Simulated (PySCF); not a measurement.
CH₃Se, SMILES C[Se], doublet, B3LYP/def2-SVP optimised geometry.

```
5

C     -0.20    -0.62     0.00
Se    -0.90     1.20     0.00
H     -0.59    -1.20    -0.85
H     -0.55    -1.09     0.94
H      0.90    -0.62     0.00
```

Density from unrestricted B3LYP/def2-TZVP run with PySCF 2.14.0 at that geometry.

Minimum of the electron density along straight lines between bonded atoms, close to the bond critical point (lines longer than 1.1 times the sum of covalent radii, or with two minima, are not listed):

```json
[
 {"bond": "C1–Se2", "length / Å": "1.952", "ρ at the minimum / e bohr⁻³": "0.147", "∇²ρ there / e bohr⁻⁵": "-0.15", "position (fraction from the first atom)": "0.48"},
 {"bond": "C1–H3", "length / Å": "1.099", "ρ at the minimum / e bohr⁻³": "0.276", "∇²ρ there / e bohr⁻⁵": "-0.94", "position (fraction from the first atom)": "0.65"},
 {"bond": "C1–H4", "length / Å": "1.103", "ρ at the minimum / e bohr⁻³": "0.270", "∇²ρ there / e bohr⁻⁵": "-0.90", "position (fraction from the first atom)": "0.65"},
 {"bond": "C1–H5", "length / Å": "1.099", "ρ at the minimum / e bohr⁻³": "0.276", "∇²ρ there / e bohr⁻⁵": "-0.94", "position (fraction from the first atom)": "0.65"}
]
```
